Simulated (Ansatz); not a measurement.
An input meant for Ir(PH3)2H5 (P2IrH11) (charge 0, triplet; atoms displaced at random, 0.03 Å in each coordinate).

```yaml
crystal:
  periodic: [true, true, true]
  atoms:
    - {symbol: Ir, position_ang: [-0.035039, 0.027052, 0.034530]}
    - {symbol: P, position_ang: [-0.017038, -0.016105, 2.266459]}
    - {symbol: H, position_ang: [0.803977, -0.961387, 2.984647]}
    - {symbol: H, position_ang: [-1.209364, -0.198145, 2.969581]}
    - {symbol: H, position_ang: [0.385018, 1.181892, 3.022602]}
    - {symbol: P, position_ang: [-0.028252, 0.011219, -2.303219]}
    - {symbol: H, position_ang: [-0.912209, 0.895287, -2.993580]}
    - {symbol: H, position_ang: [-0.302145, -1.153192, -3.033599]}
    - {symbol: H, position_ang: [1.241786, 0.326608, -2.967471]}
    - {symbol: H, position_ang: [1.717657, -0.001568, 0.021642]}
    - {symbol: H, position_ang: [0.564876, 1.561620, -0.040129]}
    - {symbol: H, position_ang: [-1.338424, 1.009919, 0.064162]}
    - {symbol: H, position_ang: [-1.305255, -1.012493, -0.028723]}
    - {symbol: H, position_ang: [0.509729, -1.612941, -0.048111]}
basis:
  gaussian: {orbitals: def2-mTZVP, final_grid: {core_spheres: 8, valence_spheres: 7, degree: 23}}
magnetization: {spin_polarized: true, initial_magnetization: 2}
hamiltonian: {xc: {name: PBE}, dispersion: d4}
scf: {omitted_lower_state_checks: [starts]}
output: {forces: true}
```

```sh
$ ansatz run in.yaml --threads 2 --pin off --events-out ev --progress --plain --max-ram 4352MiB
```

It prints (some lines left out):

```
Error: YAML parse error: error: line 2 column 3: crystal: missing field `lattice` (a structure is typed as `lattice` and `atoms`, a molecule's as `atoms` in Å alone, or read from a run's directory, `checkpoint`)
 --> <input>:2:3
1 | crystal:
2 |   periodic: [true, true, true]
3 |   atoms:
4 |     - {symbol: Ir, position_ang: [-0.035039, 0.027052, 0.034530]}
```

(1) What is wrong with this run?

Answers

(1) The species is marked periodic without a cell. The input was rejected before any iteration.
